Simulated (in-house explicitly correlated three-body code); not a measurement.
Values are calculated unless marked as measured or tabulated.
## Two electrons around a charge Z: highest levels of functionals against the exact one

The exact non-relativistic ground state comes from a variational code in 260 exponentially correlated functions, the Kohn-Sham parts from inverting its density (past Z = 6 the correlation energy is taken as exact minus Hartree-Fock, equal to within microhartrees), and self-consistent runs (Hartree-Fock is restricted) from a B-spline radial code. Z may be fractional; the second electron is bound down to Z = 0.911.

The exact Kohn-Sham level equals minus the binding energy. «Unbound» marks a run whose level isn't bound or that didn't converge.

| Z | exact (eV) | Hartree-Fock (eV) | PBE (eV) | SCAN (eV) | PBE0 (eV) | r2SCAN0 (eV) |
| --- | --- | --- | --- | --- | --- | --- |
| 1.7 | -14.58 | -14.99 | -7.679 | -8.238 | -9.642 | -10.04 |
| 1.96 | -23.11 | -23.51 | -14.54 | -15.29 | -16.94 | -17.46 |
| 2.12 | ? | ? | ? | ? | ? | ? |
| 2.24 | -34.36 | -34.74 | -24 | -24.94 | -26.84 | -27.52 |
| 2.5 | -46.72 | -47.08 | -34.69 | -35.82 | -37.95 | -38.77 |
| 2.84 | -65.65 | -65.99 | -51.44 | -52.83 | -55.25 | -56.26 |
| 3.06 | -79.57 | -79.91 | -63.95 | -65.51 | -68.12 | -69.25 |
| 3.38 | -102.2 | -102.5 | -84.51 | -86.3 | -89.19 | -90.49 |
| 3.88 | -143.1 | -143.4 | -122.2 | -124.4 | -127.7 | -129.3 |
| 4.2 | ? | ? | ? | ? | ? | ? |
| 4.5 | -203.2 | -203.5 | -178.4 | -181 | -184.9 | -186.8 |
| 5 | -259.4 | -259.7 | -231.3 | -234.3 | -238.6 | -240.8 |

(1) What belongs in the row Z = 4.2?

(2) What belongs in the row Z = 2.12?

(3) Why do the levels of the functionals lie above the exact one?

## Answers

(1) exact (eV): -172.8; Hartree-Fock (eV): -173.1; PBE (eV): -149.9; SCAN (eV): -152.3; PBE0 (eV): -155.9; r2SCAN0 (eV): -157.7.

(2) exact (eV): -29.28; Hartree-Fock (eV): -29.66; PBE (eV): -19.68; SCAN (eV): -20.54; PBE0 (eV): -22.34; r2SCAN0 (eV): -22.95.

(3) Semilocal exchange-correlation potentials fall off faster than the exact −1/r, since they don't cancel the electron's repulsion by itself; hybrids restore a share of the tail, and range-separated ones all of it at long range. Hartree-Fock has the tail but lacks relaxation and correlation.
